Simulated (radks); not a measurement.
Q: Au2+, 77 electrons, occupied as [Xe] 4f14 5d9 (the NIST ground configuration). Method: scalar-relativistic Kohn-Sham, SOGGA, spin-polarised, spherical densities, finite nucleus; open shells are filled with parallel spins first (spin-orbit coupling, left out, can overturn this in heavy ions); Fermi nuclear charge, rms radius 5.4371 fm; computed with a radial shooting solver on a logarithmic mesh with Libxc functionals. Some entries of the table are withheld. Estimate them.

orbital  occ.  eigenvalue (hartree)  <r> (bohr)  r(max) (bohr)
1s down     1             -2966.933     0.01687        0.01043
1s up       1             -2966.933     0.01687        0.01043
2s up       1             -524.1861     0.07115        0.06020
2s down     1             -524.1834     0.07115        0.06020
2p up       3             -453.4899     0.06425        0.04982
2p down     3             -453.4877     0.06425        0.04982
3s up       1             -124.3210      0.1839         0.1697
3s down     1             -124.3198      0.1839         0.1697
3p up       3             -103.8041      0.1852         0.1690
3p down     3             -103.8028      0.1852         0.1690
3d up       5             -81.83130      0.1677         0.1376
3d down     5             -81.82928      0.1677         0.1376
4s up       1             -27.59268      0.4072         0.3828
4s down     1             -27.59000      0.4072         0.3828
4p up       3             -20.86118      0.4337         0.4029
4p down     3             -20.85861      0.4337         0.4029
4d up       5             -12.76626      0.4585         0.4104
4d down     5             -12.76325      0.4584         0.4104
5s up       1              -4.78042         (1)            (2)
5s down     1              -4.76235         (3)            (4)
4f up       7              -3.77810      0.4988         0.3754
4f down     7              -3.77385      0.4984         0.3753
5p up       3              -2.99483         (5)         0.9526
5p down     3              -2.97276         (6)         0.9516
5d up       5              -1.01333       1.493          1.202
5d down     4              -0.98882       1.497          1.201

A: 
(1) 5s up <r> (bohr): 0.9266
(2) 5s up r(max) (bohr): 0.8481
(3) 5s down <r> (bohr): 0.9257
(4) 5s down r(max) (bohr): 0.8474
(5) 5p up <r> (bohr): 1.069
(6) 5p down <r> (bohr): 1.068
